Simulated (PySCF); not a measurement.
Isomers of C9H15N, mass 137.120 u with the commonest isotopes. Theory: PBE0/pcSseg-1 in PySCF (dipole) on a GFN2-xTB geometry, gas phase. One conformer each, none proved a minimum here; rigid rotors.

Task: Order these by rotational constant A, smallest first.
A. `[CH:1]1=[N:2][CH2:3][CH2:4][C@H:5]([CH:6]2[CH2:7][CH2:8][CH2:9]2)[CH2:10]1` with C4–C5–C6–C7 63°, C1–N2–C3–C4 -13°, N2–C3–C4–C5 42°, C3–C4–C5–C6 64°, C5–C6–C7–C8 132°
B. `[CH3:1][C:2]#[C:3][C@@H:4]1[CH2:5][CH2:6][CH2:7][NH:8][CH2:9][CH2:10]1` with C3–C4–C5–C6 148°, C4–C5–C6–C7 70°, C5–C6–C7–N8 -55°, C6–C7–N8–C9 82°
C. `[CH3:1][C:2]#[C:3][C:4]1([NH:5][CH:6]([CH3:7])[CH3:8])[CH2:9][CH2:10]1` with C3–C4–N5–C6 53°, C4–N5–C6–C7 70°
D. `[H]/[N:10]=[C:9]1\[C@H:5]([CH2:4][CH2:3][CH2:2][CH3:1])[CH2:6][CH:7]=[CH:8]1` with C1–C2–C3–C4 180°, C2–C3–C4–C5 -179°, C3–C4–C5–C6 -71°

Result: C (1517 MHz), A (2606 MHz), D (2904 MHz), B (2998 MHz).

Task: Order these by radius of gyration √(Σ m r²/M), smallest first.
A. `[H]/[N:10]=[C:9]1\[C@H:5]([CH2:4][CH2:3][CH2:2][CH3:1])[CH2:6][CH:7]=[CH:8]1` with C1–C2–C3–C4 180°, C2–C3–C4–C5 -179°, C3–C4–C5–C6 -71°
B. `[CH3:1][C:2]#[C:3][C:4]1([NH:5][CH:6]([CH3:7])[CH3:8])[CH2:9][CH2:10]1` with C3–C4–N5–C6 53°, C4–N5–C6–C7 70°
C. `[CH3:1][C:2]#[C:3][C@@H:4]1[CH2:5][CH2:6][CH2:7][NH:8][CH2:9][CH2:10]1` with C3–C4–C5–C6 148°, C4–C5–C6–C7 70°, C5–C6–C7–N8 -55°, C6–C7–N8–C9 82°
D. `[CH:1]1=[N:2][CH2:3][CH2:4][C@H:5]([CH:6]2[CH2:7][CH2:8][CH2:9]2)[CH2:10]1` with C4–C5–C6–C7 63°, C1–N2–C3–C4 -13°, N2–C3–C4–C5 42°, C3–C4–C5–C6 64°, C5–C6–C7–C8 132°

Result: D (2.223 Å), B (2.426 Å), C (2.565 Å), A (2.669 Å).

Task: Order these by dipole moment, smallest first.
A. `[CH3:1][C:2]#[C:3][C@@H:4]1[CH2:5][CH2:6][CH2:7][NH:8][CH2:9][CH2:10]1` with C3–C4–C5–C6 148°, C4–C5–C6–C7 70°, C5–C6–C7–N8 -55°, C6–C7–N8–C9 82°
B. `[H]/[N:10]=[C:9]1\[C@H:5]([CH2:4][CH2:3][CH2:2][CH3:1])[CH2:6][CH:7]=[CH:8]1` with C1–C2–C3–C4 180°, C2–C3–C4–C5 -179°, C3–C4–C5–C6 -71°
C. `[CH:1]1=[N:2][CH2:3][CH2:4][C@H:5]([CH:6]2[CH2:7][CH2:8][CH2:9]2)[CH2:10]1` with C4–C5–C6–C7 63°, C1–N2–C3–C4 -13°, N2–C3–C4–C5 42°, C3–C4–C5–C6 64°, C5–C6–C7–C8 132°

Result: A (1.10 D), C (2.07 D), B (2.89 D).

```csv
SMILES,point group,Ia (u·Å²),Ib (u·Å²),Ic (u·Å²),κ,μa (D),μb (D),μc (D)
C1=NCC[C@H](C2CCC2)C1,C1,193.92,544.71,616.17,-0.88,1.47,0.26,1.43
CC#C[C@@H]1CCCNCC1,C1,168.56,757.67,877.57,-0.92,0.91,0.24,0.57
CC#CC1(NC(C)C)CC1,C1,333.13,549.15,732.21,-0.44,0.81,0.83,0.21
[H]/N=C1/C=CC[C@H]1CCCC,C1,174.02,828.74,951.54,-0.93,1.97,2.05,0.49
```
